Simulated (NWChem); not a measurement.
System: C₂H₄F₂Si; SMILES F/C=C(\[SiH3])F

Parts of the log:

```
             Northwest Computational Chemistry Package (NWChem) 7.3.0
             --------------------------------------------------------

 CS  symmetry detected

                             Geometry "geometry" -> ""
                             -------------------------

 Output coordinates in angstroms (scale by  1.889725989 to convert to a.u.)

  No.       Tag          Charge          X              Y              Z
 ---- ---------------- ---------- -------------- -------------- --------------
    1 F                    9.0000     0.71969904    -1.97538806     0.00000000
    2 C                    6.0000    -0.45461500    -1.31943469     0.00000000
    3 C                    6.0000    -0.50482942     0.01327556     0.00000000
    4 F                    9.0000    -1.75454694     0.56966643     0.00000000
    5 Si                  14.0000     0.90193838     1.26172638     0.00000000
    6 H                    1.0000    -1.32330415    -1.97117413     0.00000000
    7 H                    1.0000     2.20400007     0.55482515     0.00000000
    8 H                    1.0000     0.78123223     2.12031452     1.20625761
    9 H                    1.0000     0.78123223     2.12031452    -1.20625761

 Effective nuclear repulsion energy (a.u.)     217.4772084936

      Symmetry information
      --------------------

 Group name             Cs
 Group number              2
 Group order               2
 No. of unique centers     8

                                 NWChem DFT Module
                                 -----------------

 Summary of "ao basis" -> "ao basis" (spherical)
 ------------------------------------------------------------------------------
       Tag                 Description            Shells   Functions and Types
 ---------------- ------------------------------  ------  ---------------------
 F                         def2-tzvp                11       31   5s3p2d1f
 C                         def2-tzvp                11       31   5s3p2d1f
 Si                        def2-tzvp                13       37   5s5p2d1f
 H                         def2-tzvp                 4        6   3s1p

      Symmetry analysis of basis
      --------------------------

        a'        125
        a"         60

            General Information
            -------------------
          SCF calculation type: DFT
          Wavefunction type:  closed shell.
          No. of atoms     :     9
          No. of electrons :    48
           Alpha electrons :    24
            Beta electrons :    24
          Charge           :     0
          Spin multiplicity:     1
          Use of symmetry is: on ; symmetry adaption is: on
          Maximum number of iterations: 150
          AO basis - number of functions:   185
                     number of shells:    73
          Convergence on energy requested:  1.00D-06
          Convergence on density requested:  1.00D-05
          Convergence on gradient requested:  5.00D-04

              XC Information
              --------------
                         B3LYP Method XC Potential
                     Hartree-Fock (Exact) Exchange  0.200
                        Slater Exchange Functional  0.800 local
                    Becke 1988 Exchange Functional  0.720 non-local
              Lee-Yang-Parr Correlation Functional  0.810
                  VWN I RPA Correlation Functional  0.190 local

             Grid Information
             ----------------
          Grid used for XC integration:  medium
          Radial quadrature: Mura-Knowles
          Angular quadrature: Lebedev.
          Tag              B.-S. Rad. Rad. Pts. Rad. Cut. Ang. Pts.
          ---              ---------- --------- --------- ---------
          F                   0.50       49          11.0       434
          C                   0.70       49          11.0       434
          Si                  1.10       88          11.0       590
          H                   0.35       45          12.0       434
          Grid pruning is: on
          Number of quadrature shells:   419
          Spatial weights used:  Erf1

      Superposition of Atomic Density Guess
      -------------------------------------

 Sum of atomic energies:        -565.01346044

      Non-variational initial energy
      ------------------------------

 Total energy =    -566.761281
 1-e energy   =   -1214.570284
 2-e energy   =     430.331795
 HOMO         =      -0.265621
 LUMO         =       0.032781

      Symmetry analysis of molecular orbitals - initial
      -------------------------------------------------

  Numbering of irreducible representations:

     1 a'          2 a"

  Orbital symmetries:

     1 a'          2 a'          3 a'          4 a'          5 a'
     6 a'          7 a'          8 a'          9 a"         10 a'
    11 a'         12 a'         13 a'         14 a'         15 a'
    16 a'         17 a"         18 a"         19 a'         20 a'
    21 a"         22 a'         23 a'         24 a"         25 a"
    26 a'         27 a'         28 a'         29 a'         30 a"
    31 a'         32 a'         33 a'         34 a"

------------------------------------------------------------
EAF file 0: "./job.aoints.0" size=308805632 bytes
------------------------------------------------------------
               write      read    awrite     aread      wait
               -----      ----    ------     -----      ----
     calls:      589         0         0         0         0
   data(b): 3.09e+08  0.00e+00  0.00e+00  0.00e+00
   time(s): 0.00e+00  0.00e+00  0.00e+00  0.00e+00  0.00e+00
rate(mb/s): 0.00e+00  0.00e+00
------------------------------------------------------------

     ---------------------------------------------
      Total Density - Mulliken Population Analysis
     ---------------------------------------------

    Atom       Charge   Shell Charges
 -----------   ------   -------------------------------------------------------
    1 F    9     9.33   0.77  1.20  0.61  1.00  0.32  2.31  2.30  0.82  0.00  0.01  0.00
    2 C    6     5.77   0.86  1.12  0.54  0.60  0.13  1.05  1.07  0.29  0.03  0.08  0.01
    3 C    6     5.86   0.86  1.12  0.54  0.64  0.09  1.06  1.18  0.23  0.02  0.09  0.01
    4 F    9     9.35   0.77  1.20  0.61  1.00  0.31  2.31  2.30  0.83  0.00  0.01  0.00
    5 Si  14    13.70   2.00  0.59  1.39  0.88  0.47  4.12  1.73  0.52  1.33  0.49  0.09  0.09  0.02
    6 H    1     0.87   0.24  0.45  0.16  0.02
    7 H    1     1.03   0.22  0.54  0.26  0.01
    8 H    1     1.04   0.23  0.54  0.26  0.01
    9 H    1     1.04   0.23  0.54  0.26  0.01

   convergence    iter        energy       DeltaE   RMS-Dens  Diis-err
 ---------------- ----- ----------------- --------- --------- ---------
 d= 0,ls=0.0,diis     1   -567.8053133356 -7.85D+02  4.98D-03  1.25D+00
 d= 0,ls=0.0,diis     2   -567.7868421360  1.85D-02  2.94D-03  1.30D+00
 d= 0,ls=0.0,diis     3   -567.8857647641 -9.89D-02  9.14D-04  2.03D-01
 d= 0,ls=0.0,diis     4   -567.9001674493 -1.44D-02  2.56D-04  5.64D-03
 d= 0,ls=0.0,diis     5   -567.9006391911 -4.72D-04  7.70D-05  5.27D-04
  Resetting Diis
 d= 0,ls=0.0,diis     6   -567.9006855549 -4.64D-05  3.70D-05  9.34D-05
 d= 0,ls=0.0,diis     7   -567.9006936605 -8.11D-06  1.86D-05  4.73D-06
 d= 0,ls=0.0,diis     8   -567.9006925448  1.12D-06  1.17D-05  1.41D-05
 d= 0,ls=0.0,diis     9   -567.9006942419 -1.70D-06  1.57D-06  2.49D-07
 d= 0,ls=0.0,diis    10   -567.9006942711 -2.92D-08  2.05D-07  4.46D-09

         Total DFT energy =     -567.900694271116
      One electron energy =    -1217.379360455491
           Coulomb energy =      486.206671237986
    Exchange-Corr. energy =      -54.205213547256
 Nuclear repulsion energy =      217.477208493646

 Numeric. integr. density =       47.999995435435

                  Occupations of the irreducible representations
                  ----------------------------------------------

                     irrep           alpha         beta
                     --------     --------     --------
                     a'               19.0         19.0
                     a"                5.0          5.0

                       DFT Final Molecular Orbital Analysis
                       ------------------------------------

 Vector   22  Occ=2.000000D+00  E=-3.647133D-01  Symmetry=a'
              MO Center=  1.3D+00,  1.2D+00,  1.7D-11, r^2= 2.4D+00
   Bfn.  Coefficient  Atom+Function         Bfn.  Coefficient  Atom+Function
  ----- ------------  ---------------      ----- ------------  ---------------
   140      0.252177  5 Si py               169     -0.239366  7 H  s
   139     -0.152080  5 Si px               168     -0.151384  7 H  s
   175      0.146556  8 H  s                181      0.146556  9 H  s
   170     -0.142887  7 H  s                131     -0.111142  5 Si py
   137      0.110928  5 Si py               174      0.092985  8 H  s

 Vector   23  Occ=2.000000D+00  E=-3.503222D-01  Symmetry=a'
              MO Center= -1.9D-01,  2.3D-01,  1.6D-14, r^2= 3.2D+00
   Bfn.  Coefficient  Atom+Function         Bfn.  Coefficient  Atom+Function
  ----- ------------  ---------------      ----- ------------  ---------------
   100     -0.220029  4 F  py                69      0.212042  3 C  py
   139     -0.208281  5 Si px                72      0.175323  3 C  py
   103     -0.173683  4 F  py                99     -0.168238  4 F  px
    38     -0.159475  2 C  py                68      0.146174  3 C  px
   106     -0.139185  4 F  py               102     -0.133768  4 F  px

[...]
```

Level: B3LYP/def2-TZVP. The geometry was optimised at B3LYP/6-31G* (spherical d).

**Question.** Write an input that gives this output.

**Answer.** This is not unique; one that fits is the input that was run:
```
start job
memory heap 200 mb stack 900 mb global 1100 mb
geometry units angstroms noautoz
  F      0.625773    -1.906274     0.679289
  C     -0.467666    -1.315999     0.164260
  C     -0.467883    -0.023972    -0.166352
  F     -1.636573     0.466626    -0.680980
  Si     0.914555     1.244111    -0.030500
  H     -1.317083    -1.983319     0.052189
  H      2.127399     0.609650     0.536548
  H      0.459729     2.357889     0.840954
  H      1.201296     1.787874    -1.382870
end
basis spherical
  * library def2-tzvp
end
dft
  xc b3lyp
  iterations 150
  semidirect filesize 400000000
  mulliken
end
task dft energy
```
